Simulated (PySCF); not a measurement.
**Orbital picture of PSe⁺**

MN15 at R = 1.962 Å; P x2c-SVPall, Se x2c-SVPall; spin-free X2C with a Gaussian nucleus (PySCF 2.14). State: ¹Σ⁺ (singlet), closed shell. Only the outer orbitals are listed, counted within each symmetry.

```csv
orbital,occ.,ε (eV),on P (%),main shells (%)
10σ,2,-29.45,31,"64 Se s, 24 P s"
11σ,2,-22.49,58,"57 P s, 28 Se s, 13 Se p"
12σ,2,-17.17,56,"42 P p, 40 Se p, 14 P s"
5π,2,-16.57,37,"61 Se p, 36 P p"
5π,2,-16.57,37,"61 Se p, 36 P p"
6π,0,-9.74,62,"62 P p, 37 Se p"
6π,0,-9.74,62,"62 P p, 37 Se p"
13σ,0,-4.59,60,"51 P p, 38 Se p"
```

Task: Which are the highest filled and the lowest empty level, where do they sit, and how wide is the gap?

Result: Highest filled 5π at -16.57 eV (in %: 61 Se p, 36 P p); lowest empty 6π at -9.74 eV (in %: 62 P p, 37 Se p); the gap at MN15 is 6.83 eV.

| Quantity | Value |
| --- | --- |
| bond order (Mayer) | 2.81 |
| ⟨S²⟩ | 0.000 |
| charge on P (Mulliken, basis-dependent) | 0.60 |
| charge on P (Löwdin, basis-dependent) | 0.57 |
| dipole moment (positive dipole points towards Se; it is taken about the centre of mass and depends on that origin) | -2.30 D |
